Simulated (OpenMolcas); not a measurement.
Sm3+: moving or changing the point charges

Sm3+ among 3 point charges of -1.5 e arranged as a planar triangle (D3h), 2.78 Å from the ion.
```
   2.7800    0.0000    0.0000  -1.50
  -1.3900    2.4076    0.0000  -1.50
  -1.3900   -2.4076    0.0000  -1.50
```

* Program: OpenMolcas 26.06
* Method: CASSCF
* Basis: ANO-RCC-VDZP [7s6p4d2f1g]
* Scalar Hamiltonian: DKH2, point nucleus
* Active space: 5 electrons in 7 orbitals (4f)
* State averaging: 2S+1 = 6 odd, 21 roots; 2S+1 = 4 odd, 128 roots kept (CI in the orbitals of an earlier block, 108 in the spin-orbit step); 2S+1 = 2 odd, 124 roots kept (CI in the orbitals of an earlier block, 39 in the spin-orbit step)
* Spin-orbit coupling: state interaction with AMFI integrals over the reference wave functions

Runs around this geometry, states (labels of D3, the rotations of D3h). Energies in cm-1 above the lowest state or level, χT in cm3 K/mol.

```csv
R (Å),Ground state,First state of that spin,First gap with spin-orbit (degeneracies),Width of lowest J,χT at 300 K
2.78,6E,6E 346.2,"478.0 (2, 2)",779,0.295
3.05,6E,6E 271.2,"370.2 (2, 2)",591,0.297
3.28,6E,6E 222.8,"301.3 (2, 2)",476,0.300
```

Taking the width of the lowest J multiplet as R^-n, n = -ln(476 / 779) / ln(3.28 / 2.78) = 3.0 between the shortest and longest distance.

High states are left out of the spin-orbit mixing, which shifts the levels that they would mix with. Point charges carry no covalency, so the field is a model and not that of real ligands. A group larger than the point group allows holds several states that coincide in this model. No measured value stands beside these numbers.
